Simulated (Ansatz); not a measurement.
H$_{8}$CuO$_{4}$, charge +2, doublet (typed; the unrestricted solution is spin-contaminated), geometry from GFN2-xTB (such geometries of metal compounds can be far from the true shape); HF/STO-3G in Ansatz (an electronic-structure program).

The Ansatz input:
Ansatz 0.2 input:
```yaml
crystal:
  periodic: [false, false, false]
  atoms:
    - {symbol: Cu, position_ang: [-0.00003912, 0.00012911, -0.00190347]}
    - {symbol: O, position_ang: [1.93234015, -0.56899821, -0.07614469]}
    - {symbol: H, position_ang: [2.26376797, -0.97268821, -0.89563409]}
    - {symbol: H, position_ang: [2.28290156, -1.10026255, 0.65821101]}
    - {symbol: O, position_ang: [0.57277042, 1.92892082, 0.12121860]}
    - {symbol: H, position_ang: [1.01483724, 2.32931521, -0.64600637]}
    - {symbol: H, position_ang: [1.06892107, 2.21107443, 0.90775358]}
    - {symbol: O, position_ang: [-1.93225192, 0.56870702, 0.08043794]}
    - {symbol: H, position_ang: [-2.29579377, 1.07839226, -0.66281920]}
    - {symbol: H, position_ang: [-2.25101438, 0.99501603, 0.89349668]}
    - {symbol: O, position_ang: [-0.57268220, -1.92921201, -0.11692536]}
    - {symbol: H, position_ang: [-1.03703389, -2.31632095, 0.64395411]}
    - {symbol: H, position_ang: [-1.04686304, -2.22361116, -0.91244693]}
basis:
  gaussian:
    orbitals: STO-3G
    occupation: {up: {"A": 18, "B": 16}, down: {"A": 18, "B": 15}}
hamiltonian:
  xc: hf
total_charge: 2
magnetization: {spin_polarized: true, initial_magnetization: 1}
```

What the program printed (banner, timings and long lists left out):

```
Functional definition: HF
the irreps are read with x along [1.000, 0.001, -0.020], y along [0.000, -0.998, -0.068] and z along [-0.020, 0.068, -0.997] of the geometry given
547 factors; integrals over basis functions are off by at most 6.3e-4 eV
mean field evaluation 1: about -52234.4109 eV, gradient 3.4e1 eV
mean field evaluation 2: about -52242.8189 eV, gradient 9.8e0 eV
mean field evaluation 4: about -52246.2322 eV, gradient 3.6e0 eV
mean field evaluation 8: about -52248.8148 eV, gradient 4.1e-1 eV
mean field -52249.04321333 eV, -1920.1169224165 hartree, gradient 1.6e-6 eV, S^2 1.775220; 0 other end points of the search recorded, 0 dependent functions left out
reference -52249.04321333 eV, -1920.1169224165 hartree; 34, 33 occupied and 12, 13 virtual orbitals, 547 factors
Total energy: -52249.04321333 eV, -1920.1169224165 hartree
```
